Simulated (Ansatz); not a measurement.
```xyz
8

F    -0.725   -0.962    2.092
Ge   -0.931   -0.836    0.357
Al   -0.077    1.191   -0.807
S     1.452   -0.565   -0.299
H    -1.151   -2.318   -0.045
H    -0.414    1.132   -2.349
H     0.126    2.452    0.119
H     1.721   -0.093    0.932
```

Charge 0, multiplicity 1. The bonds changed during the relaxation, so this is another structure than the one it started from.

Question: List the PBE/def2-TZVPP orbital energies in eV (Ansatz). (An estimate is asked.)

Answer: Ansatz gave: Occupied: -10805.42, -2396.62, -1506.87, -1338.71, -1192.18, -1192.13, -1192.09, -659.30, -209.57, -163.31, -155.70, -155.60, -155.55, -114.87, -114.75, -114.60, -107.14, -69.17, -69.11, -68.98, -30.98, -30.63, -30.52, -30.51, -30.41, -28.15, -18.86, -13.68, -11.26, -10.44, -9.99, -9.71, -9.34, -8.28, -7.56, -7.51, -6.35. Lowest empty: -2.08, -1.72, -1.38, -0.82, -0.40, 0.27, 1.55, 1.86.
